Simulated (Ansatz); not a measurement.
Match the barriers

Saddle point of Si2H8O2, singlet (SiH₄O₂ ([OH][SiH2][OH]) + SiH₄ → Si₂H₆O ([OH][SiH2][SiH3]) + H₂O; bonds formed: Si1–Si7, O2–H6; bonds broken: Si1–O2, H6–Si7), PBE0-D4/def2-TZVP structure:

```csv
atom,x (Å),y (Å),z (Å)
Si1,-0.4377,-0.7511,0.5192
O2,1.1125,0.0759,1.2461
H3,0.2396,-2.0720,0.4016
H4,-1.5513,-0.8401,-0.4790
O5,-1.3442,-0.4069,1.8421
H6,0.8836,0.5195,0.1375
Si7,0.0822,0.8890,-1.5125
H8,1.8792,-0.5097,1.1977
H9,-0.8549,-0.1601,2.6289
H10,0.0194,-0.2112,-2.5145
H11,-1.1985,1.6427,-1.5251
H12,1.1703,1.8243,-1.9419
```

Ansatz 0.2.0; basis: def2-TZVPP, with def2-QZVPP for the basis limit; cores frozen in the correlated methods. B3LYP uses VWN-RPA correlation. Extrapolation: Hartree–Fock as exp(−7.88 √X), correlation as X^−2.97. Four methods, as single points on the PBE0-D4 structures, gave these electronic barriers from the start structure: 45.01, 66.04, 73.65, 91.01 kcal/mol.

Q: The methods were, in alphabetical order, B3LYP-D4, BHLYP-D4, HF, SPW92. Which gave which? (A judgement: the text doesn't fix the answer.)

A: Computed: SPW92 45.01; B3LYP-D4 66.04; BHLYP-D4 73.65; HF 91.01 kcal/mol. For comparison, CCSD(T) at an estimated basis limit (MP2 extrapolated from triple and quadruple zeta, plus CCSD(T) − MP2 in triple zeta) gives 67.35 kcal/mol.

The T1 diagnostic stays at or below 0.014.

Labels in which every atom is bracketed show which atoms are joined, not bond orders.

For scale, one of the runs: CCSD(T)/def2-TZVPP, 258 basis functions, launched by `ansatz run in.yaml --threads 4 --pin off --events-out ev --progress --plain --max-ram 9574MiB`. Hardware: 4 CPU threads of an Arm Neoverse V2, shared host. Wall time 2.2 min; peak host memory 5.7 GiB.
